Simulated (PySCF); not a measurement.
## Two-component Hartree-Fock for Sc²⁺ (scandium, charge +2)

Start: [Ar] 4p1; 4p3/2 filled at m_j = +3/2. Calculated with PySCF 2.14 in x2c-TZVPall-2c with one added diffuse shell each of s, p, d type (7s8p5d1f, 63 functions): generalised Hartree-Fock with the X2C-1e Hamiltonian and a Gaussian nucleus; one run each with spin-orbit coupling (SO) switched off, then screened by Boettger's factors. This is a chosen level, not necessarily the ground level.

| spinor shell | electrons | ε, spin-free (eV) | ε, screened SO (eV) | weight of nominal j (screened SO) | rms radius, screened SO (bohr) |
| --- | --- | --- | --- | --- | --- |
| 1s1/2 | 2 | -4562.6 | -4562.6 | 1.000 | 0.0844 |
| 2s1/2 | 2 | -548.12 | -548.13 | 1.000 | 0.370 |
| 2p1/2 | 2 | -450.76 | -453.95 | 1.000 | 0.338 |
| 3s1/2 | 2 | -93.087 | -93.097 | 1.000 | 1.13 |
| 3p1/2 | 2 | -65.025 | -65.377 | 0.969 | 1.23 |
| 3p3/2 | 4 | -65.025 | -64.866 | 0.984 | 1.23 |
| 4p3/2 | 1 | -16.550 | -16.531 | 1.000 | 3.73 |

(1) Where does 2p3/2 lie, and what is the 2p spin-orbit splitting (screened SO)?

```csv
quantity,spin-free,screened SO
E (hartree),-762.36016,-762.36413
M_J,3/2,3/2
⟨J²⟩,3.750,3.750
⟨L²⟩,2.000,2.000
⟨S²⟩,0.750,0.750
```

Each row is a mean over spinors that exchange with the open shell spreads, by up to 0.504 eV (3p3/2).

Without spin-orbit coupling the j labels of p, d and f shells carry no meaning; the spin-free column gives the mean over the occupied spinors of each nl shell.

Results:

(1) At -449.19 eV, 4.760 eV above 2p1/2.
